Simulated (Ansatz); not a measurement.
One change: `C=[CH][GaH][GeH3]` becomes `C=[CH][GaH2]`.

Ansatz, PBE0-D4/def2-TZVP geometries, multiplicity 1. Each molecule was computed in one conformer, which needn't be the lowest.

Scalar relativity is left out up to krypton.

| property | `C=[CH][GaH][GeH3]` |
| --- | --- |
| HOMO–LUMO gap (ωB97M-V/def2-TZVPP) / eV | 9.21 |
| HOMO–LUMO gap (PBE/def2-TZVPP) / eV | 3.54 |
| HOMO energy (ωB97M-V/def2-TZVPP) / eV | -9.44 |
| size of the dipole moment (B3LYP/def2-TZVPP) / D | 1.22 |
| LUMO energy (ωB97M-V/def2-TZVPP) / eV | -0.23 |
| LUMO energy (PBE0/def2-TZVPP) / eV | -1.99 |

Task: Give the same properties after the change, and the shifts. (Best estimate.)

Result: The calculation gave: 
| property | `C=[CH][GaH2]` | shift |
| --- | --- | --- |
| HOMO–LUMO gap (ωB97M-V/def2-TZVPP) / eV | 10.28 | 1.07 |
| HOMO–LUMO gap (PBE/def2-TZVPP) / eV | 4.19 | 0.65 |
| HOMO energy (ωB97M-V/def2-TZVPP) / eV | -10.24 | -0.80 |
| size of the dipole moment (B3LYP/def2-TZVPP) / D | 0.85 | -0.37 |
| LUMO energy (ωB97M-V/def2-TZVPP) / eV | 0.03 | 0.26 |
| LUMO energy (PBE0/def2-TZVPP) / eV | -1.74 | 0.25 |

With PBE0 the HOMO falls by 0.64 eV and the LUMO rises by 0.25 eV, so the gap widens by about 0.89 eV. PBE moves the HOMO by -0.45 eV and ωB97M-V by -0.80 eV. The zero-point energy changes by -43.7 kJ/mol with -9 modes. Dipoles are sizes alone; their direction can turn.

B3LYP here is the variant with VWN-RPA as its local correlation; programs differ in this.
